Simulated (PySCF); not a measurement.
PySCF input (BP86/6-31G* with LANL2DZ past Ar (5d)):

```python
from pyscf import gto, dft

mol = gto.M(
    atom='''
    Se    0.02874800   -0.02298300    0.37505100
    F     0.60122300    1.12803800   -0.69221000
    F    -0.70982800   -1.04121100   -0.72464900
    ''',
    basis={'default': '6-31g*', 'Se': 'lanl2dz'},
    ecp={'Se': 'lanl2dz'},
    charge=1,
    spin=1,
    verbose=4,
)

mf = dft.UKS(mol, xc='bp86')
mf.grids.level = 3
mf.conv_tol = 1e-9
mf.max_cycle = 100
mf.max_memory = 1500
mf.kernel()
if not mf.converged:
    mf = mf.newton()
    mf.kernel(mf.make_rdm1())
mo, _, stable, _ = mf.stability(return_status=True)
if not stable:
    mf.kernel(mf.make_rdm1(mo, mf.mo_occ))
    stable = mf.stability(return_status=True)[2]
mf.dip_moment()
```

Output:

```
PySCF version 2.14.0

[INPUT] verbose = 4
[INPUT] num. atoms = 3
[INPUT] num. electrons = 23
[INPUT] charge = 1
[INPUT] spin (= nelec alpha-beta = 2S) = 1
[INPUT] symmetry False subgroup None
[INPUT] Mole.unit = angstrom
[INPUT] Symbol           X                Y                Z      unit          X                Y                Z       unit  Magmom
[INPUT]  1 Se     0.028748000000  -0.022983000000   0.375051000000 AA    0.054325846629  -0.043431575521   0.708743672744 Bohr   0.0
[INPUT]  2 F      0.601223000000   1.128038000000  -0.692210000000 AA    1.136146809789   2.131682878102  -1.308087320685 Bohr   0.0
[INPUT]  3 F     -0.709828000000  -1.041211000000  -0.724649000000 AA   -1.341380515548  -1.967603627885  -1.369388146440 Bohr   0.0

nuclear repulsion = 51.1150559811665
number of shells = 16
number of NR pGTOs = 66
number of NR cGTOs = 36
basis = {'default': '6-31g*', 'Se': 'lanl2dz'}
ecp = {'Se': 'lanl2dz'}

******** <class 'pyscf.dft.uks.UKS'> ********
method = UKS
initial guess = minao
damping factor = 0
level_shift factor = 0
DIIS = <class 'pyscf.scf.diis.CDIIS'>
diis_start_cycle = 1
diis_space = 8
diis_damp = 0
SCF conv_tol = 1e-09
SCF conv_tol_grad = None
SCF max_cycles = 100
direct_scf = True
direct_scf_tol = 1e-13
number electrons alpha = 12  beta = 11
XC library pyscf.dft.libxc version 7.1.2
    S. Lehtola, C. Steigemann, M. J. T. Oliveira, and M. A. L. Marques,  SoftwareX 7, 1–5 (2018)
XC functionals = bp86
    A. D. Becke,  Phys. Rev. A 38, 3098 (1988)
    J. P. Perdew,  Phys. Rev. B 33, 8822 (1986)
    J. P. Perdew,  Phys. Rev. B 34, 7406–7406 (1986)
radial grids:
    Treutler-Ahlrichs [JCP 102, 346 (1995); DOI:10.1063/1.469408] (M4) radial grids

becke partition: Becke, JCP 88, 2547 (1988); DOI:10.1063/1.454033
pruning grids: <function nwchem_prune>
grids dens level: 3
symmetrized grids: False
atomic radii adjust function: <function treutler_atomic_radii_adjust>
small_rho_cutoff = 0
Set gradient conv threshold to 3.16228e-05
tot grids = 48952
init E= -194.204162190157
  alpha nocc = 12  HOMO = 0.019691720804154  LUMO = 0.109538981056321
  beta  nocc = 11  HOMO = -0.165402905420393  LUMO = 0.0196917208041612

WARN: HOMO 0.019691720804154 >= LUMO 0.0196917208041612

cycle= 1 E= -207.871405660314  delta_E= -13.7  |g|= 1.06  |ddm|= 2.52
  alpha nocc = 12  HOMO = -0.414981954047011  LUMO = -0.348228715437799
  beta  nocc = 11  HOMO = -0.446959707796791  LUMO = -0.406315620210499
  HOMO = -0.414981954047  LUMO = -0.40631562021  gap/eV = 0.23582
cycle= 2 E= -205.55570223032  delta_E= 2.32  |g|= 2.45  |ddm|= 2.68
  alpha nocc = 12  HOMO = -0.582281863804017  LUMO = -0.419620942352498
  beta  nocc = 11  HOMO = -0.708100485825212  LUMO = -0.540773255989937
  HOMO = -0.582281863804  LUMO = -0.54077325599  gap/eV = 1.12951
cycle= 3 E= -208.499419558205  delta_E= -2.94  |g|= 0.121  |ddm|= 2.01
  alpha nocc = 12  HOMO = -0.528652888322679  LUMO = -0.370629163867999
  beta  nocc = 11  HOMO = -0.648377316298143  LUMO = -0.483464777510999
  HOMO = -0.528652888323  LUMO = -0.483464777511  gap/eV = 1.22963
cycle= 4 E= -208.50467404658  delta_E= -0.00525  |g|= 0.052  |ddm|= 0.163
  alpha nocc = 12  HOMO = -0.539326059402281  LUMO = -0.379756551859856
  beta  nocc = 11  HOMO = -0.657767128018815  LUMO = -0.493158230401971
  HOMO = -0.539326059402  LUMO = -0.493158230402  gap/eV = 1.25629
cycle= 5 E= -208.505725583355  delta_E= -0.00105  |g|= 0.00338  |ddm|= 0.0414
  alpha nocc = 12  HOMO = -0.539615400129836  LUMO = -0.379671556963917
  beta  nocc = 11  HOMO = -0.658225830139224  LUMO = -0.49328989764021
  HOMO = -0.53961540013  LUMO = -0.49328989764  gap/eV = 1.26058
cycle= 6 E= -208.505730731832  delta_E= -5.15e-06  |g|= 0.00162  |ddm|= 0.00398
  alpha nocc = 12  HOMO = -0.539629409875456  LUMO = -0.379691939144955
  beta  nocc = 11  HOMO = -0.658234072301979  LUMO = -0.493278845804824
  HOMO = -0.539629409875  LUMO = -0.493278845805  gap/eV = 1.26126
cycle= 7 E= -208.505730741594  delta_E= -9.76e-09  |g|= 0.00162  |ddm|= 0.00211
  alpha nocc = 12  HOMO = -0.539637564466808  LUMO = -0.37970667239518
  beta  nocc = 11  HOMO = -0.65824181355741  LUMO = -0.493258196459532
  HOMO = -0.539637564467  LUMO = -0.49325819646  gap/eV = 1.26205
cycle= 8 E= -208.505731740909  delta_E= -9.99e-07  |g|= 0.000123  |ddm|= 0.00111
  alpha nocc = 12  HOMO = -0.539623338767242  LUMO = -0.379683210417586
  beta  nocc = 11  HOMO = -0.658237617502588  LUMO = -0.493233535092894
  HOMO = -0.539623338767  LUMO = -0.493233535093  gap/eV = 1.26233
cycle= 9 E= -208.505731749376  delta_E= -8.47e-09  |g|= 1.37e-05  |ddm|= 0.000124
  alpha nocc = 12  HOMO = -0.539625896862802  LUMO = -0.379683840647463
  beta  nocc = 11  HOMO = -0.658237108843057  LUMO = -0.493234459744336
  HOMO = -0.539625896863  LUMO = -0.493234459744  gap/eV = 1.26238
cycle= 10 E= -208.505731749479  delta_E= -1.03e-10  |g|= 1.82e-06  |ddm|= 1.25e-05
  alpha nocc = 12  HOMO = -0.539625996052752  LUMO = -0.379683850588759
  beta  nocc = 11  HOMO = -0.658236523905032  LUMO = -0.493234434944274
  HOMO = -0.539625996053  LUMO = -0.493234434944  gap/eV = 1.26238
Extra cycle  E= -208.505731749472  delta_E= 7.11e-12  |g|= 4.73e-06  |ddm|= 4.36e-06
converged SCF energy = -208.505731749472  <S^2> = 0.75073565  2S+1 = 2.0007355
uhf_internal: lowest eigs of H = [0.29173302 0.32995978 0.3310365 ]
<class 'pyscf.dft.uks.UKS'> wavefunction is stable in the internal stability analysis

WARN: System has nonzero charge 1; the dipole moment is origin-dependent.
Location of origin: [0. 0. 0.]

Dipole moment(X, Y, Z, Debye):  0.16141, -0.12905,  2.10596
```

The dipole moment of an ion depends on the origin.

The geometry given is a B3LYP-D3(BJ)/def2-TZVP minimum.
